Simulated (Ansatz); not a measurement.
`C=C(F)B(O)F` and `C=C(F)BO` differ in one atom or group.

Ansatz, PBE0-D4/def2-TZVP geometries, multiplicity 1. Each molecule was computed in one conformer, which needn't be the lowest.

```tsv
property	`C=C(F)B(O)F`
HOMO–LUMO gap (B3LYP/def2-TZVPP) / eV	6.35
HOMO energy (ωB97M-V/def2-TZVPP) / eV	-10.16
LUMO energy (PBE/def2-TZVPP) / eV	-2.04
LUMO energy (B3LYP/def2-TZVPP) / eV	-1.34
size of the dipole moment (PBE/def2-TZVPP) / D	1.45
size of the dipole moment (B3LYP/def2-TZVPP) / D	1.54
```

(1) Give the same properties after the change, and the shifts. (An estimate is asked.)

## Answers

(1) Ansatz gave: 
```tsv
property	`C=C(F)BO`	shift
HOMO–LUMO gap (B3LYP/def2-TZVPP) / eV	6.19	-0.16
HOMO energy (ωB97M-V/def2-TZVPP) / eV	-10.28	-0.12
LUMO energy (PBE/def2-TZVPP) / eV	-2.35	-0.31
LUMO energy (B3LYP/def2-TZVPP) / eV	-1.63	-0.29
size of the dipole moment (PBE/def2-TZVPP) / D	1.02	-0.43
size of the dipole moment (B3LYP/def2-TZVPP) / D	1.12	-0.42
```

With PBE0 the HOMO falls by 0.12 eV and the LUMO falls by 0.31 eV, so the gap narrows by about 0.19 eV. PBE moves the HOMO by -0.15 eV and ωB97M-V by -0.12 eV. Dipoles are sizes alone; their direction can turn.

B3LYP here is the variant with VWN-RPA as its local correlation; programs differ in this.
